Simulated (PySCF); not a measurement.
SMILES CCC[SiH3] (C3H10Si) (GFN2-xTB optimised geometry):

```
14

C      2.059    -0.917     0.000
C      0.534    -0.917     0.000
C     -0.037     0.498     0.000
Si    -1.937     0.541    -0.003
H      2.440    -0.406    -0.882
H      2.440    -0.405     0.882
H      2.445    -1.934     0.000
H      0.175    -1.455    -0.881
H      0.175    -1.454     0.881
H      0.346     1.033    -0.873
H      0.343     1.032     0.875
H     -2.387     1.934    -0.004
H     -2.445    -0.139     1.191
H     -2.441    -0.139    -1.198
```

Level of theory: PBE/def2-TZVP run with PySCF.

**Question.** What are the frontier orbital energies and the dipole moment?

**Answer.** HOMO-2 -7.95 eV, HOMO-1 -7.92 eV, HOMO -7.11 eV, LUMO -0.09 eV, LUMO+1 0.75 eV; dipole moment 0.76 D.

Meta-Löwdin charges at PBE/def2-TZVP: C1 -0.35, C2 -0.19, C3 -0.43, Si4 0.43, H5 0.11, H6 0.11, H7 0.12, H8 0.11, H9 0.11, H10 0.12, H11 0.12, H12 -0.08, H13 -0.09, H14 -0.09.
